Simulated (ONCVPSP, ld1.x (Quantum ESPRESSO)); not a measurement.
# Potentials for nitrogen (N) compared

Generated with ld1.x 7.5 (TM, RRKJ, ultrasoft, PAW), atompaw 4.2 or ONCVPSP 4.0.1. The cutoff is in Ry: for ld1.x and atompaw files where the sum of valence levels is converged to 10 mRy in a Bessel basis, for ONCV files where the hardest occupied wave has 1 mHa per electron of residual kinetic energy. The error is the largest all-electron minus pseudo excitation energy over each file’s own four to seven test configurations (ionisations up to +4, promotions, holes and added fractions of an electron), all of which were solved. The labels leave out finer settings (local radius, basis sizes, second energies), which also bear on the numbers. Spin-polarised tests are not counted. The rows are a selection from randomly drawn settings: files with unsolved tests, undetermined cutoffs or missed reference levels are left out.

A true bound ghost makes a file unfit for plane-wave use even where its test errors are small: the radial tests pick states by their node count and pass the ghost by.

| potential | cutoff (Ry) | largest error (meV) | bound ghosts |
| --- | --- | --- | --- |
| ONCV, LDA (Perdew-Zunger), scalar-relativistic, rc 0.70/1.25 (sp), local smoothed, core correction no, reference 2s2 2p2, qcut 7.5/9.7, projectors 2/3 | 190 | +310 | none |
| ONCV, LDA (Perdew-Wang 92), scalar-relativistic, rc 1.15/2.60/2.70 (spd), local smoothed, core correction no, reference 2s1.5 2p3.5, qcut 4.8/4.8/4, projectors 2/2/3 | 185 | +1970 | none |
| ONCV, PW91, non-relativistic, rc 0.80/1.40 (sp), local s, core correction yes, reference 2s2 2p3, qcut 8.5/12.2, projectors 0/2 | 74 | +214 | none |
| ultrasoft, PBEsol, scalar-relativistic, rc 0.70/1.55 (sp), local smoothed, core correction no, reference 2s1 2p4 | 70 | +653 | s |
| TM, PBEsol, scalar-relativistic, rc 0.75/1.15 (sp), local smoothed, core correction yes, reference 2s2 2p2.5 | 110 | +176 | none |
| ONCV, PBEsol, scalar-relativistic, rc 1.05/2.25/2.25 (spd), local smoothed, core correction yes, reference 2s2 2p1, qcut 6.1/6.1/5, projectors 2/1/1 | 151 | +1227 | none |

Task: Fill in the row for N: ONCV, PBEsol, non-relativistic, rc 0.90/1.15/1.25 (spd), local smoothed, core correction yes, reference 2s2 2p2, qcut 8.3/5.9/9.1, projectors 2/2/2.

Result: cutoff 341 Ry, largest error +324 meV, bound ghosts: none.

Task: Fill in the row for N: ONCV, PBE, fully relativistic, rc 0.65/2.35 (sp), local smoothed, core correction yes, reference 2s2 2p2.5, qcut 11.5/7.3, projectors 2/2.

Result: cutoff 126 Ry, largest error +403 meV, bound ghosts: s.

Task: Fill in the row for N: ONCV, PBE, fully relativistic, rc 0.95/1.35/1.20 (spd), local smoothed, core correction yes, reference 2s2 2p1, qcut 7.9/9.2/9.1, projectors 2/2/1.

Result: cutoff 66 Ry, largest error +449 meV, bound ghosts: none.
